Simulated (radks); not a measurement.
All-electron atom: Tb II in [Xe] 4f9 6s1.

All-electron calculation, scalar-relativistic Kohn-Sham, PBE, spin-polarised, spherical densities, finite nucleus; open shells are filled with parallel spins first (spin-orbit coupling, left out, can overturn this in heavy ions); Fermi nuclear charge, rms radius 5.06 fm. Program: a radial shooting solver on a logarithmic mesh with Libxc functionals.

Energy parts (hartree):
part                       energy
total                 -11707.9674
kinetic                12599.2291
electron-nucleus      -28596.9739
Hartree                 4545.7019
exchange-correlation    -255.9245

Orbitals (lengths in bohr, moments of r in powers of bohr; <r^-3> diverges for s and p1/2):
orbital  occ.  eigenvalue (hartree)  <r^-3>      <r^4>
1s up       1             -1905.734       -  1.063e-06
1s down     1             -1905.734       -  1.063e-06
2s up       1             -316.0984       -  0.0001682
2s down     1             -316.0969       -  0.0001681
2p up       3             -280.9296   12100  0.0001261
2p down     3             -280.9285   12100  0.0001261
3s up       1             -70.30463       -   0.006472
3s down     1             -70.23670       -   0.006456
3p up       3             -59.45585    2555   0.006798
3p down     3             -59.38819    2559   0.006776
3d up       5             -45.30770   343.3   0.005404
3d down     5             -45.25593   343.9   0.005379
4s up       1             -14.16332       -     0.1594
4s down     1             -14.00814       -     0.1595
4p up       3             -10.59156   570.5     0.2099
4p down     3             -10.43758   569.7     0.2102
4d up       5              -5.68784   64.04     0.3331
4d down     5              -5.53525   63.87     0.3361
5s up       1              -2.01223       -      5.775
5s down     1              -1.92929       -      6.044
5p up       3              -1.17185   73.64      12.19
5p down     3              -1.10854   70.21      12.87
4f up       7              -0.39493   8.352      3.870
6s up       1              -0.33542       -      363.8
6s down     0              -0.29527       -      360.9
4f down     2              -0.26168   7.965      6.203

The highest occupied level is 4f down at -7.121 eV. The configuration is held as typed, so some empty levels lie below it. The density falls to 0.001 e/bohr^3 at r = 4.44 bohr. Summed over all electrons, <r^2> = 54.99 bohr^2, which gives a Langevin (diamagnetic) susceptibility term of -43.5 x 10^-6 cm^3/mol.
